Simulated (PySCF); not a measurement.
B3LYP has the VWN-RPA correlation part, as in Gaussian. 

Cartesian coordinates (Å):
SMILES: [CH2][Al]([CH3])[CH3]
```xyz
12

C      1.7374    -0.7118    -0.1792
Al    -0.0813    -0.0921     0.0424
C     -1.5624    -1.3705    -0.0684
C     -0.4250     1.8082     0.3761
H      2.0144    -1.7461    -0.3760
H      2.6158    -0.0712    -0.1234
H     -2.3258    -1.0363    -0.7778
H     -1.2418    -2.3700    -0.3699
H     -2.0670    -1.4664     0.8989
H     -0.9782     2.2558    -0.4564
H     -1.0467     1.9505     1.2655
H      0.4889     2.3904     0.5120
```
Charge 0, spin multiplicity 2.

Problem. What dipole moment, total energy and highest occupied spin orbital does B3LYP-D3(BJ)/def2-TZVP in PySCF give?

Solution. 
- dipole moment = 0.21 D
- total energy = -361.6173 Ha
- highest occupied spin orbital = -6.59 eV
